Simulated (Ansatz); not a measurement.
Steps of a relaxation of BFGaGeH₅ (`[BH2][GeH]([F])[GaH2]`) with RKS PBE0-D4/def2-TZVP.

```sh
$ ansatz run in.yaml --threads 4 --pin off --events-out ev --progress --plain --max-ram 10444MiB
```

```yaml
crystal:
  periodic: [false, false, false]
  atoms:
    - {symbol: B, position_ang: [-0.962280, 1.767690, 0.534830]}
    - {symbol: Ge, position_ang: [0.377890, 0.441580, -0.171480]}
    - {symbol: F, position_ang: [1.747580, 0.429960, 1.028950]}
    - {symbol: Ga, position_ang: [0.205700, -2.018570, -0.436700]}
    - {symbol: H, position_ang: [-1.817090, 2.143930, -0.162060]}
    - {symbol: H, position_ang: [-0.947990, 2.092670, 1.652610]}
    - {symbol: H, position_ang: [1.229170, 0.965360, -1.351030]}
    - {symbol: H, position_ang: [-0.207490, -2.722140, -1.836620]}
    - {symbol: H, position_ang: [0.374520, -3.100480, 0.741510]}
basis:
  gaussian: {orbitals: def2-TZVP}
hamiltonian: {xc: pbe0, dispersion: d4}
relax: {f_tol: 0.005, max_steps: 150}
```

Positions (Å) and forces (eV/Å) along the path, 16 of 20 steps:

```xyz
9
step=1 energy=-112354.2076 eV
B    -0.962    1.768    0.535   -0.094   -0.437   -0.253
Ge    0.378    0.442   -0.171    1.685   -0.373    0.693
F     1.748    0.430    1.029   -0.690   -0.058   -0.369
Ga    0.206   -2.019   -0.437   -0.592   -0.728   -0.182
H    -1.817    2.144   -0.162   -0.519    0.303   -0.449
H    -0.948    2.093    1.653    0.149    0.227    0.660
H     1.229    0.965   -1.351   -0.270    0.071   -0.241
H    -0.207   -2.722   -1.837    0.226    0.430    0.343
H     0.375   -3.100    0.742    0.105    0.564   -0.202
9
step=2 energy=-112354.3348 eV
B    -1.001    1.618    0.525    0.663    0.558   -0.092
Ge    0.502    0.398   -0.133    0.362   -0.071    0.439
F     1.796    0.420    1.124   -0.599   -0.023   -0.629
Ga    0.062   -2.013   -0.447    0.473   -0.192    0.025
H    -1.828    2.056   -0.207   -0.279   -0.229   -0.054
H    -0.898    2.070    1.625   -0.205   -0.186    0.099
H     1.199    0.967   -1.407   -0.065   -0.027    0.213
H    -0.234   -2.593   -1.896   -0.113    0.062    0.309
H     0.402   -2.924    0.816   -0.237    0.109   -0.310
9
step=3 energy=-112354.4151 eV
B    -0.955    1.684    0.507   -0.126    0.017    0.109
Ge    0.499    0.405   -0.143    0.292    0.067    0.259
F     1.782    0.392    1.099   -0.252    0.014   -0.292
Ga    0.109   -2.012   -0.443    0.103   -0.082   -0.017
H    -1.856    2.034   -0.204    0.109   -0.078    0.045
H    -0.925    2.061    1.645   -0.010   -0.018   -0.152
H     1.207    0.981   -1.398    0.014   -0.027    0.042
H    -0.244   -2.600   -1.863   -0.048    0.041    0.117
H     0.384   -2.945    0.799   -0.080    0.066   -0.112
9
step=4 energy=-112354.4367 eV
B    -0.956    1.648    0.502    0.074   -0.123   -0.122
Ge    0.562    0.431   -0.120    0.018   -0.133    0.078
F     1.812    0.426    1.130    0.012    0.024   -0.046
Ga    0.107   -1.989   -0.445    0.049    0.163   -0.002
H    -1.887    1.838   -0.223   -0.018    0.047    0.059
H    -0.913    2.115    1.596   -0.087    0.044    0.025
H     1.277    1.013   -1.365    0.002   -0.008    0.002
H    -0.370   -2.530   -1.839   -0.036    0.002    0.003
H     0.367   -2.952    0.763   -0.015   -0.017    0.003
9
step=5 energy=-112354.4436 eV
B    -0.952    1.619    0.495    0.011   -0.078   -0.088
Ge    0.595    0.425   -0.101    0.006    0.030   -0.020
F     1.855    0.478    1.133    0.015   -0.035    0.027
Ga    0.104   -1.970   -0.447    0.018    0.052    0.020
H    -1.892    1.771   -0.231    0.043    0.029    0.067
H    -0.934    2.113    1.581   -0.063    0.017   -0.004
H     1.303    1.005   -1.349   -0.020    0.004   -0.032
H    -0.425   -2.492   -1.831   -0.015    0.031    0.011
H     0.345   -2.949    0.749    0.005   -0.050    0.019
9
step=6 energy=-112354.4477 eV
B    -0.952    1.596    0.485    0.035    0.017    0.000
Ge    0.621    0.430   -0.097   -0.021    0.056   -0.024
F     1.883    0.473    1.133    0.017    0.015    0.042
Ga    0.109   -1.950   -0.430   -0.040   -0.044   -0.018
H    -1.893    1.731   -0.242    0.043   -0.006    0.020
H    -0.962    2.106    1.565   -0.033   -0.030   -0.028
H     1.320    1.011   -1.350   -0.018   -0.003   -0.011
H    -0.468   -2.437   -1.809    0.000    0.013    0.016
H     0.343   -2.959    0.745    0.018   -0.017    0.002
9
step=7 energy=-112354.4496 eV
B    -0.946    1.588    0.479    0.014    0.012    0.036
Ge    0.636    0.432   -0.093   -0.018    0.068    0.004
F     1.893    0.494    1.142    0.007    0.001    0.010
Ga    0.104   -1.946   -0.421   -0.014   -0.059   -0.024
H    -1.882    1.713   -0.254    0.013    0.000   -0.021
H    -0.979    2.093    1.560   -0.007   -0.025   -0.021
H     1.326    1.011   -1.352   -0.003   -0.017   -0.002
H    -0.501   -2.411   -1.797   -0.003    0.014    0.028
H     0.350   -2.974    0.736    0.011    0.007   -0.009
9
step=10 energy=-112354.4527 eV rejected
B    -0.940    1.593    0.449   -0.159   -0.096    0.068
Ge    0.663    0.450   -0.071    0.020    0.000   -0.024
F     1.904    0.510    1.179   -0.002    0.007   -0.002
Ga    0.101   -1.931   -0.403   -0.087   -0.060   -0.001
H    -1.812    1.748   -0.361    0.099    0.038    0.074
H    -1.092    1.994    1.567    0.037    0.015   -0.131
H     1.374    0.983   -1.338    0.022   -0.004    0.008
H    -0.712   -2.341   -1.694    0.075    0.024    0.097
H     0.513   -3.006    0.672   -0.005    0.077   -0.088
9
step=11 energy=-112354.4556 eV
B    -0.947    1.584    0.458   -0.025    0.021   -0.018
Ge    0.655    0.443   -0.074   -0.002   -0.010    0.008
F     1.896    0.513    1.176   -0.008   -0.001   -0.013
Ga    0.097   -1.935   -0.405   -0.006   -0.027   -0.007
H    -1.830    1.745   -0.333    0.027   -0.009    0.018
H    -1.058    2.028    1.560    0.002   -0.009   -0.007
H     1.363    0.978   -1.341    0.006    0.003    0.013
H    -0.660   -2.353   -1.719    0.007    0.007    0.030
H     0.483   -3.003    0.678    0.001    0.025   -0.024
9
step=12 energy=-112354.4564 eV
B    -0.948    1.586    0.442   -0.007    0.002    0.007
Ge    0.652    0.436   -0.069    0.014   -0.002    0.016
F     1.874    0.497    1.201   -0.005   -0.003   -0.001
Ga    0.091   -1.942   -0.406    0.038    0.054    0.000
H    -1.820    1.750   -0.359   -0.001    0.006   -0.006
H    -1.068    2.028    1.543   -0.007    0.004    0.002
H     1.388    0.981   -1.316   -0.004   -0.012   -0.012
H    -0.741   -2.334   -1.679   -0.007   -0.032    0.018
H     0.572   -3.002    0.643   -0.021   -0.017   -0.026
9
step=14 energy=-112354.4578 eV
B    -0.952    1.591    0.432    0.014    0.027    0.007
Ge    0.654    0.440   -0.059    0.017   -0.022    0.013
F     1.862    0.497    1.222   -0.007    0.004   -0.006
Ga    0.097   -1.937   -0.404   -0.009   -0.023    0.001
H    -1.801    1.776   -0.388   -0.007   -0.007    0.002
H    -1.094    2.020    1.537   -0.008   -0.008   -0.012
H     1.404    0.970   -1.304   -0.006    0.001    0.000
H    -0.806   -2.335   -1.629    0.016    0.004    0.021
H     0.636   -3.022    0.593   -0.010    0.024   -0.027
9
step=15 energy=-112354.4580 eV
B    -0.951    1.594    0.430    0.000    0.001    0.007
Ge    0.654    0.439   -0.056    0.012   -0.007    0.013
F     1.860    0.498    1.228   -0.006    0.002   -0.008
Ga    0.097   -1.937   -0.404   -0.008   -0.023   -0.001
H    -1.799    1.776   -0.392   -0.001    0.000   -0.001
H    -1.098    2.022    1.534   -0.001    0.001   -0.007
H     1.406    0.968   -1.301   -0.002    0.000   -0.001
H    -0.818   -2.333   -1.619    0.012    0.006    0.014
H     0.649   -3.026    0.580   -0.006    0.020   -0.017
9
step=16 energy=-112354.4581 eV
B    -0.951    1.595    0.428    0.000   -0.001   -0.003
Ge    0.654    0.436   -0.051   -0.001    0.008    0.011
F     1.858    0.499    1.235   -0.007   -0.004   -0.009
Ga    0.096   -1.937   -0.404    0.005   -0.013   -0.001
H    -1.796    1.775   -0.397    0.002   -0.002   -0.001
H    -1.101    2.028    1.529    0.001    0.002    0.002
H     1.407    0.964   -1.296    0.001    0.001   -0.002
H    -0.832   -2.330   -1.610    0.002    0.005    0.006
H     0.666   -3.029    0.565   -0.003    0.004   -0.004
9
step=18 energy=-112354.4581 eV
B    -0.951    1.596    0.426   -0.001   -0.003   -0.005
Ge    0.654    0.435   -0.048   -0.002    0.003    0.009
F     1.856    0.496    1.239   -0.003    0.000   -0.004
Ga    0.097   -1.939   -0.403    0.002    0.000   -0.003
H    -1.795    1.773   -0.401    0.003   -0.002    0.000
H    -1.104    2.035    1.524    0.001    0.002    0.004
H     1.408    0.962   -1.292    0.001    0.000   -0.002
H    -0.843   -2.324   -1.601   -0.002   -0.001   -0.001
H     0.678   -3.035    0.555    0.000    0.000    0.001
9
step=19 energy=-112354.4581 eV
B    -0.951    1.596    0.426    0.000    0.000   -0.004
Ge    0.654    0.435   -0.047   -0.001    0.002    0.006
F     1.856    0.497    1.239   -0.003    0.000   -0.003
Ga    0.097   -1.939   -0.403    0.001    0.000   -0.001
H    -1.795    1.773   -0.401    0.002   -0.002    0.000
H    -1.103    2.035    1.525    0.001    0.001    0.003
H     1.408    0.963   -1.292    0.001    0.000   -0.001
H    -0.843   -2.325   -1.601   -0.001    0.000   -0.001
H     0.677   -3.034    0.555    0.000   -0.001    0.001
9
step=20 energy=-112354.4581 eV
B    -0.951    1.596    0.427    0.000   -0.002   -0.001
Ge    0.654    0.434   -0.047   -0.001    0.001    0.001
F     1.856    0.496    1.240    0.000    0.000    0.000
Ga    0.097   -1.939   -0.404    0.001    0.000    0.000
H    -1.796    1.769   -0.401   -0.001    0.001    0.000
H    -1.102    2.039    1.524    0.000    0.000    0.000
H     1.407    0.963   -1.291    0.000   -0.001    0.000
H    -0.842   -2.325   -1.603    0.000    0.001    0.000
H     0.677   -3.035    0.555    0.000    0.000    0.000
```

Run time 24 s (4 threads of an AMD EPYC 9R05 on a shared host); peak host memory 0.61 GiB.
